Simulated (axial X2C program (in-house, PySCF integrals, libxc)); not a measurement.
## Which molecule has these constants?

All values come from calculations with an axial X2C code built on PySCF integrals, spin-free (one-electron X2C) or two-component (2c: spin–orbit coupling with atomic mean-field Coulomb and Gaunt terms, which also bring small scalar terms), in Dyall basis sets with cores contracted in-house; open shells are unrestricted.

A two-component PBE0 calculation in a Dyall 3-zeta basis gave Re = 2.565 Å, ωe = 344.7 cm⁻¹, De = 1.19 eV, dipole magnitude 3.05 D, Ω = 3.

**Question.** Which molecule is it?
A. TcH
B. NaTc
C. LiTc

**Answer.** C. The others have NaTc 2.877 Å and 179.9 cm⁻¹ (Ω = 3); TcH 1.647 Å and 1858.9 cm⁻¹ (Ω = 3).

Each entry is the lowest single determinant of a limited PBE0 search at one distance. De goes to single-determinant-based atoms at the same level (for ions the charge split of lowest energy) and is withheld (n/a) where an atom does not fit its ground term or J level. Main or longest-lived isotopes. One determinant is a doubtful description, or other states lie close, for LiTc, NaTc, TcH; these need not be ground states, and all values refer to the states named. Some open-shell Ω = 0 determinants are out of reach, so the Ω given for LiTc, NaTc, TcH need not be the lowest component. With several unpaired electrons the Ω given is that of one determinant, not necessarily of the lowest component. The functionals have no current term, which raises determinants with orbital currents.
